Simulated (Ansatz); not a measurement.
CH8BNSi, SMILES `C[SiH2]BN` from Hartree–Fock to CCSD(T)

```xyz
12

C     1.4208    1.4367   -0.0323
Si   -0.2811    0.7450    0.3745
B    -0.3471   -1.2675    0.2488
N    -1.2783   -1.9029   -0.5590
H     1.7097    1.1833   -1.0550
H     1.4387    2.5241    0.0663
H     2.1736    1.0216    0.6420
H    -1.2906    1.3617   -0.5450
H    -0.6544    1.1785    1.7557
H     0.4134   -1.9679    0.8608
H    -1.3462   -2.9043   -0.6443
H    -1.9586   -1.4083   -1.1125
```

The species carries charge 0 and has multiplicity 1. All single points use the PBE0-D4/def2-TZVP geometry. It is one conformer, not always the lowest. Frozen core, restricted reference, Ansatz 0.2.0. CBS rows extrapolate triple and quadruple zeta; past MP2 they add the triple-zeta difference.

```
     basis     HF (Eh)  MP2 corr.  CCSD corr.       (T)  CCSD(T) total
  def2-SVP           ?   -0.50604    -0.56532  -0.01583              ?
def2-TZVPP           ?          ?    -0.67730  -0.02537              ?
def2-QZVPP  -410.70562   -0.66661           –         –              –
 CBS(def2)           ?   -0.69772    -0.75041     as TZ              ?
```

Problem. Fill in the withheld values. (An estimate is asked.)

Solution. Ansatz gave: def2-SVP HF (Eh): -410.45070; def2-SVP CCSD(T) total: -411.03185; def2-TZVPP HF (Eh): -410.69072; def2-TZVPP MP2 corr.: -0.62461; def2-TZVPP CCSD(T) total: -411.39339; CBS(def2) HF (Eh): -410.70768; CBS(def2) CCSD(T) total: -411.48346.
